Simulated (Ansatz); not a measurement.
Reaction (formal exchange of groups at the Si–N bond): `O[SiH](F)N[SiH3]` + `NCF` → `N[C@@H](F)[Si@@H](O)F` + `N[SiH3]`

Isolated molecules relaxed with PBE0-D4/def2-TZVP in Ansatz; ΔE leaves out vibrations. CCSD(T)/CBS is the MP2 limit (def2-TZVPP, def2-QZVPP) plus CCSD(T) − MP2 in def2-TZVPP, frozen cores. This one scheme is used for every species. DFT in def2-TZVPP. B3LYP here is the variant with VWN-RPA as its local correlation; programs differ in this. One conformer a species, not always the lowest.

```csv
level,ΔE (kJ/mol),difference from CCSD(T)/CBS
PBE-D4,91.6,-14.6
PBE0-D4,99.7,-6.5
B3LYP-D4,101.3,-4.9
B2PLYP,104.7,-1.5
PBE0,99.4,-6.8
B3LYP,100.8,-5.4
HF/def2-TZVPP,120.0,13.8
SCS-MP2/def2-QZVPP,110.2,4.0
MP2/CBS(def2),108.5,2.3
CCSD/CBS(def2),108.1,1.9
CCSD(T)/CBS,106.2,0
```

Largest T1 diagnostic among the species: 0.012.

In def2-TZVPP, CCSD(T) changes the Hartree–Fock value by −12.6 kJ/mol (the triples alone add −1.9 kJ/mol) and MP2 by −10.3 kJ/mol. From PBE to PBE0 (25 % exact exchange), in def2-TZVPP and without D4, ΔE moves by +8.0 kJ/mol.
